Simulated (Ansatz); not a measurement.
Coupled-cluster run, C$_{4}$H$_{7}$Al (`CC1=[C]([AlH2])C1`).

```yaml
crystal:
  periodic: [false, false, false]
  atoms:
    - {symbol: C, position_ang: [-1.826426, -0.648467, -0.016144]}
    - {symbol: C, position_ang: [-0.373619, -0.479621, -0.102399]}
    - {symbol: C, position_ang: [0.679577, 0.283882, 0.027928]}
    - {symbol: Al, position_ang: [1.430121, 1.983077, 0.465601]}
    - {symbol: C, position_ang: [0.885842, -1.166839, -0.430726]}
    - {symbol: H, position_ang: [-2.071773, -1.455930, 0.680796]}
    - {symbol: H, position_ang: [-2.229883, -0.945566, -0.989261]}
    - {symbol: H, position_ang: [-2.322735, 0.266933, 0.310438]}
    - {symbol: H, position_ang: [0.462463, 3.155500, 0.920495]}
    - {symbol: H, position_ang: [2.995455, 2.210293, 0.373056]}
    - {symbol: H, position_ang: [1.140951, -1.366252, -1.472237]}
    - {symbol: H, position_ang: [1.307125, -1.892011, 0.266552]}
basis:
  gaussian: {orbitals: def2-TZVPP}
correlation: {method: ccsd_t}
```

```sh
$ ansatz run in.yaml --threads 4 --pin off --events-out ev --progress --plain --max-ram 10444MiB
```

The program prints (abridged):

```
Functional definition: HF
1548 factors; integrals over basis functions are off by at most 1.5e-3 eV
mean field evaluation 1: about -10810.8412 eV, gradient 3.6e1 eV
mean field evaluation 2: about -10811.0778 eV, gradient 3.6e1 eV
mean field evaluation 4: about -10814.8077 eV, gradient 4.1e0 eV
mean field evaluation 8: about -10814.8704 eV, gradient 2.4e-1 eV
mean field -10814.87064890 eV, -397.4391657643 hartree, gradient 2.3e-6 eV, S^2 0.000000; 0 other end points of the search recorded, 0 dependent functions left out
9 core orbitals not correlated: weight in the atoms' cores, before any rotation towards them, 1.000 or more for the frozen orbitals, at most 0.000 for the correlated occupied ones
reference -10814.87064890 eV, -397.4391657643 hartree; 13, 13 occupied and 242, 242 virtual orbitals, 1548 factors
second order -19.90952899 eV of doubles, -0.00000000 eV of singles
cycle   1  -20.36842121 eV  change   -4.6e-1 eV  update   1.0e-1
cycle   2  -20.95409114 eV  change   -5.9e-1 eV  update   3.1e-2
cycle   3  -21.05346914 eV  change   -9.9e-2 eV  update   1.3e-2
cycle   4  -21.04935797 eV  change    4.1e-3 eV  update   3.6e-3
cycle   5  -21.05065505 eV  change   -1.3e-3 eV  update   1.6e-3
cycle   6  -21.05083019 eV  change   -1.8e-4 eV  update   5.7e-4
cycle   7  -21.05062666 eV  change    2.0e-4 eV  update   2.4e-4
cycle   8  -21.05066515 eV  change   -3.8e-5 eV  update   1.1e-4
cycle   9  -21.05069444 eV  change   -2.9e-5 eV  update   2.9e-5
perturbative correction -0.95371159 eV, -0.0350482543 hartree
Total energy: -10836.87505492 eV, -398.2478127707 hartree
```

It took 110 s on 4 threads of an Arm Neoverse V2 on a shared host, with 6.4 GiB of host memory at the peak.

The correlation energy is -22.004 eV, 4.3 % of it from (T); the T1 diagnostic reads 0.0105.
